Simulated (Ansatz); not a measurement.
Isomers of Li5H10⁻ (singlet), relaxed with PBE-D4/def2-TZVPD; total energies from Ansatz at CCSD(T)/def2-TZVPD.

| isomer | description | energy (Eh) |
| --- | --- | --- |
| A | point group not assigned; 5 × Li–Li 2.60 to 2.75 Å; 11 × H–Li 1.73 to 1.89 Å | -43.49655 |
| B | point group Cs; 14 × H–Li 1.79 to 1.90 Å | -43.49327 |

Correlated methods freeze no core orbitals; core or outer-core shells of Li are correlated, in sets that lack core-valence functions.

The isomers come from a short search, and lower ones may exist.

Task: Work out the relative energies (1 Eh = 2625.5 kJ/mol) and the Boltzmann populations at 1200 K from electronic energies alone (R = 8.314 J/mol/K).

Result: ΔE: A 0.0, B 8.6 kJ/mol. RT = 9.98 kJ/mol. Factors exp(−ΔE/RT): A 1, B 0.422; sum 1.422. Populations: A 70.3 %, B 29.7 %. Zero-point energy, vibrational entropy and symmetry numbers are left out and can shift these; an error of 4 kJ/mol changes a ratio by a factor of 1.5. Over the other density-functional and correlated levels in def2 sets, the gap between A and B ranges from 7 to 12 kJ/mol.
